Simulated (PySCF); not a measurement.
**Polarisability and C₆ of Cr²⁺ (chromium, charge +2)**

[Ar] 3d4, high-spin 5D determinant. Computed with PySCF 2.14 in aug-cc-pVTZ-DK, with the spin-free X2C one-electron Hamiltonian (Gaussian nucleus). Coupled (time-dependent) response in atomic units; α is the mean over directions.

```csv
method,mean α (bohr³),"α xx, yy, zz",C₆ (like pair),S(−4)
UHF,3.673,"3.456, 3.456, 4.108",10.92,7.016
PBE,4.684,"4.380, 4.380, 5.291",14.04,15.41
PBE0,4.306,"4.034, 4.034, 4.849",12.87,11.76
```

S(−4) is the Cauchy moment in α(ω) = α(0) + S(−4) ω² + …

α(iu) at PBE:

```csv
u (hartree),α(iu) (bohr³)
0,4.684
0.0500,4.646
0.100,4.539
0.200,4.188
0.300,3.778
0.500,3.069
0.750,2.447
1.00,2.011
1.50,1.437
2.00,1.074
3.00,0.6576
5.00,0.3147
```

A single London oscillator, α(iu) = α/(1 + u²/ω²), gives C₆ = (3/4) ω α². Matching the computed C₆ needs ω = 4 × 14.04 / (3 × 4.684²) = 0.853 hartree.

For an ion, C₆ is the dispersion term alone; charge-induced terms of lower order in 1/R come first.

The components differ because the open shell of this determinant is not spherical; for a pure term their mean is the scalar polarisability.
